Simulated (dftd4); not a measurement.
B2Cl4, triplet, at a GFN2-xTB geometry (a higher spin typed on purpose: for a closed-shell molecule this is an excited state); D4 for bp86 (dftd4 4.2.0).

Input for dftd4:
```
$ dftd4 mol.xyz --func bp86 --charge 0 --json dftd4.json --noedisp --grad

# file mol.xyz
6

Cl    -1.53946817    -1.66678088    -0.10821165
B     -0.80012691    -0.07747045    -0.06474284
Cl    -1.82615722     1.34091195    -0.16412033
B      0.80012691     0.07747045     0.06474284
Cl     1.82615722    -1.34091195     0.16412033
Cl     1.53946817     1.66678088     0.10821165
```

What the program printed (banner, timings and long lists left out):

```
                    ____  _____ _____     ____  _  _
      -------------|  _ \|  ___|_   _|---|  _ \| || |------------
     |             | | | | |_    | | ___ | | | | || |_           |
     |             | |_| |  _|   | ||___|| |_| |__   _|          |
     |             |____/|_|     |_|     |____/   |_|            |
     |             ===================================           |
     |            E. Caldeweyher, S. Ehlert & S. Grimme          |
     |          Mulliken Center for Theoretical Chemistry        |
     |                    University of Bonn                     |
      -----------------------------------------------------------

Rational (Becke-Johnson) damping: bp86-D4-ATM
---------------------
  s6         1.0000
  s8         3.3550
  s9         1.0000
  a1         0.4365
  a2         4.9241
 alp        16.0000
--------------------

Dispersion energy:      -1.3776561938913E-02 Eh

Gradient norm:           1.4079302821049E-03 Eh/a0
--------------------------------------------------
     #    Z           dE/dx      dE/dy      dE/dz
--------------------------------------------------
     1   17 Cl   -5.088E-04 -4.807E-04 -3.652E-05
     2    5 B    -9.104E-05 -8.815E-06 -7.367E-06
     3   17 Cl   -5.903E-04  3.743E-04 -5.242E-05
     4    5 B     9.104E-05  8.815E-06  7.367E-06
     5   17 Cl    5.903E-04 -3.743E-04  5.242E-05
     6   17 Cl    5.088E-04  4.807E-04  3.652E-05
--------------------------------------------------

Virial:
--------------------------------------------------
      component           x          y          z
--------------------------------------------------
          x       7.310E-03  2.403E-04  5.966E-04
          y       2.403E-04  4.928E-03 -3.341E-05
          z       5.966E-04 -3.341E-05  4.925E-05
--------------------------------------------------

[Info] Dispersion results written to 'dftd4.txt'
[Info] JSON dump of results written to 'dftd4.json'
```
